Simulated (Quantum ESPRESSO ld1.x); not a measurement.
Results of a calculation; reference values are marked as such.
Question: These are the eigenvalues of the occupied orbitals of an atom or ion with whole-number occupations (eV). Level of theory: scalar-relativistic Kohn-Sham, LDA (Slater exchange, Perdew-Wang correlation), spin-polarised, spherical densities, point nucleus (ld1.x of Quantum ESPRESSO 7.5).

| orbital | eigenvalue |
|---|---|
| 1s down | -53787.4 |
| 1s up | -53787.4 |
| 2s up | -9100.88 |
| 2s down | -9100.76 |
| 2p up | -8097.87 |
| 2p down | -8097.79 |
| 3s up | -2158.78 |
| 3s down | -2155.82 |
| 3p up | -1850.85 |
| 3p down | -1847.91 |
| 3d up | -1453.87 |
| 3d down | -1451.58 |
| 4s up | -563.395 |
| 4s down | -557.345 |
| 4p up | -461.488 |
| 4p down | -455.545 |
| 4d up | -322.438 |
| 4d down | -316.636 |
| 5s up | -198.833 |
| 5s down | -195.493 |
| 4f up | -168.498 |
| 4f down | -162.932 |

Which element is it, and in what charge state? The configuration may be excited. Open shells, if any, are filled with parallel spins first.

Answer: Z = 66, dysprosium, charge +10: Dy10+ in [Kr] 4d10 4f8 5s2. The list shows which subshells hold electrons but not how many an open one holds; the 1s level, -1976.7 hartree, gives Z - s = 62.9 by -(Z - s)^2/2, which with screening and relativity narrows Z to a few neighbours, and the depths of the outer levels then fix element, charge and occupations together.
